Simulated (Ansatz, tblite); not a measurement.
Cost and result up the ladder for [(OH)3Si]2NH (Si2NO6H7) (16 atoms). Charge 0, multiplicity 1. Geometry: r2SCAN-D4/def2-SVP.

Cartesian coordinates in Å:
```
Si 1.049 -1.029 -0.714
O 2.649 -0.987 -0.295
O 0.606 -0.168 -2.043
O 0.748 -2.628 -1.031
N 0.216 -0.361 0.656
Si -0.936 0.902 0.756
O -0.756 1.723 2.184
O -0.679 1.812 -0.621
O -2.542 0.512 0.698
H 3.200 -1.610 -0.784
H 0.251 0.713 -1.823
H -0.027 -2.785 -1.582
H 0.510 -0.751 1.551
H 0.147 1.971 2.415
H -1.457 2.303 -0.915
H -2.979 0.383 1.547
```

Ansatz on 2 threads of AMD EPYC 7R13 on a shared host and a share (18 GiB) of an NVIDIA H100 80GB HBM3; xTB runs through tblite on one thread. Times are rough, summed over both states, and most runs start from the orbitals of an earlier one. PBE0-D4/def2-TZVP serves as the yardstick here, not as an exact answer. The other state is a triplet.

The xTB rows come from tblite.

xTB has no spin-polarisation term.

```csv
level,functions,wall time
GFN1-xTB,60,0.032 s
GFN2-xTB,53,0.035 s
r2SCAN-D4/def2-TZVP (with forces),333,12 s
PBE-D4/def2-TZVP,333,16 s
PBE0-D4/def2-TZVP,333,17 s
```

(1) Estimate what each level gives for the vertical triplet (eV).

Results:

(1) 
```tsv
level	vertical triplet (eV)	difference from PBE0-D4/def2-TZVP (eV)
GFN1-xTB	7.74	1.02
GFN2-xTB	8.57	1.85
r2SCAN-D4/def2-TZVP (with forces)	6.48	-0.24
PBE-D4/def2-TZVP	6.02	-0.70
PBE0-D4/def2-TZVP	6.72	0.00
```
